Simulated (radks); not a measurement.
Values are calculated unless marked as measured or tabulated.
All-electron atom: Se32+ in [He]. Level of theory: Dirac Kohn-Sham, PBE, spin-unpolarised, spherical densities, finite nucleus; Fermi nuclear charge, rms radius 4.14 fm (a radial shooting solver on a logarithmic mesh with Libxc functionals).

Normalised radial functions P(r) = r R(r) (large component), r in bohr:

```
   r/bohr * 1s1/2 (the largest magnitude, 4.26, reaches the edge; | marks zero)
 0.002148 |          *
 0.002501 |            *
 0.002911 |             *
 0.003389 |               *
 0.003946 |                  *
 0.004593 |                    *
 0.005348 |                       *
 0.006176 |                          *
  0.00719 |                             *
  0.00837 |                                *
 0.009744 |                                    *
  0.01134 |                                       *
  0.01321 |                                           *
  0.01537 |                                              *
   0.0179 |                                                 *
  0.02083 |                                                    *
  0.02406 |                                                     *
  0.02801 |                                                      *
  0.03261 |                                                      *
  0.03796 |                                                    *
   0.0442 |                                                 *
  0.05145 |                                            *
   0.0599 |                                      *
  0.06973 |                                *
  0.08118 |                         *
  0.09375 |                   *
   0.1091 |             *
   0.1271 |        *
   0.1479 |    *
   0.1722 |  *
```

1s1/2: eigenvalue -15172.4 eV, 0 radial nodes, <r> = 0.0437 bohr, 90 % of the charge inside 0.0781 bohr.
